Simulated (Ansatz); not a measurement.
A run for Ansatz (a program for electronic structure): U-CCSD(T)/cc-pV(D+d)Z on F2Si (SMILES F[Si]F), 2S+1 = 3, a spin state set in the input, which need not be the lowest, at the other state's geometry. Files ending in .json are basis or fitting sets from the Basis Set Exchange.

Ansatz 0.2 input:
```yaml
crystal:
  periodic: [false, false, false]
  atoms:
    - {symbol: F, position_ang: [-1.23895804, -0.45010427, 0.00000000]}
    - {symbol: Si, position_ang: [-0.00055932, 0.57716124, 0.00000000]}
    - {symbol: F, position_ang: [1.23982810, -0.44770210, 0.00000000]}
basis:
  gaussian:
    orbitals: cc-pV_D+d_Z.json
magnetization: {spin_polarized: true, initial_magnetization: 2}
correlation: {method: ccsd_t, electrons: outside_noble_gas}
scf: {omitted_lower_state_checks: [cluster_reference]}
```

The head of its log:

```
WARN ansatz: RAYON_NUM_THREADS=1 ignored (pool sized by the plan → 1); use --threads N
Functional definition: HF
these checks for a lower state are left out or cut short: cluster_reference
integrals: 0.03 GiB planned
517 factors; integrals over basis functions are off by at most 4.6e-4 eV
mean field: 0.13 GiB planned
mean field evaluation 1: about -13271.6453 eV, gradient 2.2e1 eV
mean field evaluation 2: about -13271.6890 eV, gradient 2.2e1 eV
mean field evaluation 4: about -13274.0193 eV, gradient 2.5e0 eV
mean field evaluation 8: about -13274.1321 eV, gradient 1.5e-1 eV
mean field evaluation 16: about -13274.1325 eV, gradient 1.9e-6 eV
mean field -13274.13249581 eV, -487.8153716909 hartree, gradient 1.5e-6 eV, S^2 2.002651; 0 other end points of the search recorded, 0 dependent functions left out
7 core orbitals not correlated
reference -13274.13249581 eV, -487.8153716909 hartree; 10, 8 occupied and 34, 36 virtual orbitals, 517 factors
```

**Question.** Predict the final total energy.

**Answer.** -488.2586 hartree (reference determinant -487.8154, T1 diagnostic 0.017).
